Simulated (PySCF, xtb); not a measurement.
1,1-dichloro-1-fluoropropane (C3H5Cl2F), SMILES CCC(F)(Cl)Cl. One conformer was computed; it need not be the lowest.

Harmonic wavenumbers (cm⁻¹) from GFN2-xTB run with xtb 6.7.1 at its own minimum, in rising order: 94, 180, 208, 230, 311, 341, 357, 410, 578, 716, 821, 914, 999, 1098, 1106, 1139, 1234, 1309, 1411, 1448, 1487, 1491, 2983, 3009, 3054, 3057, 3059.

Question: What does PySCF with ωB97X-D3(BJ)/def2-SVP give at its own minimum? (The exact figures need the calculation; the answer reports its results.)

Answer: 116, 208, 226, 267, 345, 387, 411, 460, 630, 798, 875, 977, 1025, 1117, 1152, 1224, 1308, 1380, 1419, 1462, 1477, 1494, 3083, 3106, 3168, 3181, 3188. Paired by order, the mean absolute difference is 54 cm⁻¹ and the zero-point energies are 47.2 and 49.3 kcal/mol.
